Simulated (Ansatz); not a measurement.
The same ligand exchange along the group Mg, Zn, Cd.

Calculated with Ansatz (gas phase, PBE0-D4/def2-TZVP geometries, no zero-point term in ΔE). CCSD(T)/CBS adds triple-zeta CCSD(T) − MP2 to the extrapolated MP2 energy (def2 sets, frozen cores). This one scheme is used for every species. DFT in def2-TZVPP. def2 core potentials past Kr. For Br, Cd, Mg, Zn outer-core shells are correlated without core-valence functions, which leaves a few kJ/mol of doubt a bond. Scalar relativity is left out up to krypton.

```tsv
reaction	ωB97X-V (eV)	PBE-D4 (eV)	CCSD(T)/CBS(def2) (eV)
`[Cl][Mg][Br]` + HBr → `[Br][Mg][Br]` + HCl	-0.09	-0.08	-0.10
`[Cl][Zn][Br]` + HBr → `[Br][Zn][Br]` + HCl	-0.17	-0.17	-0.19
`[Cl][Cd][Br]` + HBr → `[Br][Cd][Br]` + HCl	-0.24	-0.24	-0.26
```

Largest T1 diagnostic: 0.011, for `[Cl][Cd][Br]`.
